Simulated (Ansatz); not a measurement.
Cost and result for the atomization energy of C3H9GeN (`C=CC[NH][GeH3]`) (14 atoms, 13 bonds).

Z-matrix (Å, degrees):
```
C
C 1 1.493
N 1 1.453 2 110.6
H 1 1.101 2 109.1 3 126.0
H 1 1.098 2 108.9 3 -118.1
C 2 1.325 1 124.3 3 -123.1
H 2 1.088 1 115.4 3 55.4
Ge 3 1.839 1 118.6 2 -167.4
H 3 1.011 1 111.0 2 58.5
H 6 1.084 2 121.8 1 179.8
H 6 1.086 2 121.2 1 -0.6
H 8 1.535 3 107.1 1 -178.2
H 8 1.537 3 106.8 1 62.1
H 8 1.549 3 113.3 1 -57.3
```

Total charge 0; spin multiplicity 1. Correlated methods include outer-core shells of Ge, which these sets cover unevenly. Scalar relativity is left out up to krypton. The structure was optimised at the PBE0-D4/def2-TZVP level. It is one conformer, not always the lowest. Program: Ansatz. All runs use 4 threads of an Intel Xeon Platinum 8259CL on a shared host. Times are those of one run each, without the atoms' runs, and a repeat can differ threefold. Electronic energies, without spin–orbit coupling; frozen cores. CCSD(T)/CBS adds CCSD(T) − MP2 in def2-TZVPP to the MP2 limit, and its time is that of the two runs behind it. T1 = 0.011. With those shells the extrapolation isn't a true limit. B3LYP takes the VWN-RPA correlation (the form of Gaussian; ORCA's B3LYP/G).

CCSD(T)/CBS is a level of theory with its own doubt, some kJ/mol a heavy atom from the limit and from the frozen cores, so smaller differences don't rank the functionals.

| level | functions | wall time |
| --- | --- | --- |
| BLYP-D4/def2-TZVPP | 298 | 3 s |
| revPBE-D4/def2-TZVPP | 298 | 3.1 s |
| PBE-D4/def2-TZVPP (with forces) | 298 | 4 s |
| BHLYP-D4/def2-TZVPP | 298 | 5 s |
| r2SCAN-D4/def2-TZVPP (with forces) | 298 | 6 s |
| B3LYP-D4/def2-TZVPP (with forces) | 298 | 8 s |
| B2PLYP/def2-TZVPP | 298 | 9.5 s |
| B97M-V/def2-TZVPP | 298 | 10 s |
| ωB97X-V/def2-TZVPP | 298 | 11 s |
| CCSD(T)/def2-SVP | 133 | 15 s |
| MP2/def2-QZVPP | 587 | 45 s |
| CCSD(T)/def2-TZVPP | 298 | 5.5 min |
| CCSD(T)/CBS(def2) | – | 6.3 min |

(1) What atomization energy does each give, and how far from CCSD(T)/CBS? (Best estimate.)

Results:

(1) The calculation gave: 
```csv
level,atomization (kcal/mol),difference from CCSD(T)/CBS,per bond
BLYP-D4/def2-TZVPP,1206.2,-3.6,-0.3
revPBE-D4/def2-TZVPP,1201.8,-8.0,-0.6
PBE-D4/def2-TZVPP (with forces),1229.0,19.2,1.5
BHLYP-D4/def2-TZVPP,1179.5,-30.3,-2.3
r2SCAN-D4/def2-TZVPP (with forces),1208.0,-1.8,-0.1
B3LYP-D4/def2-TZVPP (with forces),1210.3,0.5,0.0
B2PLYP/def2-TZVPP,1196.9,-12.9,-1.0
B97M-V/def2-TZVPP,1213.5,3.7,0.3
ωB97X-V/def2-TZVPP,1212.7,2.9,0.2
CCSD(T)/def2-SVP,1149.8,-60.0,-4.6
MP2/def2-QZVPP,1206.3,-3.5,-0.3
CCSD(T)/def2-TZVPP,1182.2,-27.6,-2.1
CCSD(T)/CBS(def2),1209.8,0.0,0.0
```

Leaving LDA and LC-ωPBE aside and taking each functional with its dispersion term where it has one, the values spread over 49.5 kcal/mol, from BHLYP-D4 to PBE-D4. LDA lies +155.9 kcal/mol from PBE without D4, its usual overbinding. From PBE to PBE0 (25 % exact exchange), in def2-TZVPP and without D4, the atomization energy moves by −16.9 kcal/mol: exact exchange takes away binding that semilocal exchange gives to molecules. The D4 term adds +10.2 kcal/mol with B3LYP and +5.4 kcal/mol with PBE0; it sums over pairs of atoms, weighted by their polarisabilities, and B3LYP, whose exchange is more repulsive, gets the larger term.

For some Ge, Se and Sn compounds the MP2-based and the directly extrapolated limit differ by 10 to 25 kJ/mol.
